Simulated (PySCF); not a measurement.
## Magnetisability: `[SeH]C(C=O)(C=O)CCF`, C$_{5}$H$_{7}$FO$_{2}$Se

Geometry:
| atom | x (Å) | y (Å) | z (Å) |
| --- | --- | --- | --- |
| O1 | -0.316 | 0.357 | 2.225 |
| C2 | -0.921 | 0.568 | 1.216 |
| C3 | -0.494 | 0.111 | -0.166 |
| Se4 | -0.017 | 1.954 | -0.866 |
| C5 | -1.700 | -0.374 | -0.909 |
| O6 | -2.563 | 0.346 | -1.329 |
| C7 | 0.671 | -0.865 | -0.199 |
| C8 | 1.949 | -0.313 | 0.429 |
| F9 | 2.980 | -1.179 | 0.178 |
| H10 | -1.846 | 1.174 | 1.188 |
| H11 | -1.360 | 2.168 | -1.364 |
| H12 | -1.760 | -1.471 | -1.002 |
| H13 | 0.384 | -1.776 | 0.333 |
| H14 | 0.892 | -1.129 | -1.238 |
| H15 | 2.229 | 0.650 | -0.021 |
| H16 | 1.864 | -0.213 | 1.514 |

Level of theory: GIAO PBE/pcSseg-1 magnetisability, rotational g tensor and spin-rotation constants, non-relativistic, gas phase (PySCF). Geometry: GFN2-xTB.

The calculation is non-relativistic, which matters for the atoms heavier than Zn.

Question: What are the magnetisability and the molar susceptibility?

Answer: Isotropic -1347 × 10⁻³⁰ J/T², or -81.1 × 10⁻⁶ cm³/mol; principal values -1510, -1347, -1184 × 10⁻³⁰ J/T², anisotropy 282 × 10⁻³⁰ J/T² (root of half the summed squared differences of the principal values). The susceptibility is in cgs units.

Question: Split it along the inertial axes a, b, c into diamagnetic and paramagnetic parts about the centre of mass, with the quadrupole moment.

Answer: 
```
axis  χ (10⁻⁶ cm³/mol)  diamagnetic (10⁻⁶ cm³/mol)  paramagnetic (10⁻⁶ cm³/mol)  summed x² of all electrons (Å²)  quadrupole Θ (D Å)
   a             -72.3                      -913.2                        840.9                            261.9               -8.87
   b             -90.0                     -1484.7                       1394.7                            127.2               +8.88
   c             -81.1                     -1651.1                       1570.0                             88.0               -0.02
```
Anisotropies 2χaa − χbb − χcc = +26.4 and 2χbb − χaa − χcc = -26.5 × 10⁻⁶ cm³/mol. Θ is traceless in Buckingham's convention.

Question: And the rotational g tensor?

Answer: 
```csv
axis,rotational constant (GHz),g,nuclear part,electronic part
a,1.3717,-0.0288,0.5130,-0.5419
b,0.8013,-0.0141,0.5109,-0.5250
c,0.6983,-0.0135,0.5015,-0.5150
```
Asymmetric top; isotopes 12C, 19F, 1H, 16O, 80Se; no vibrational averaging.
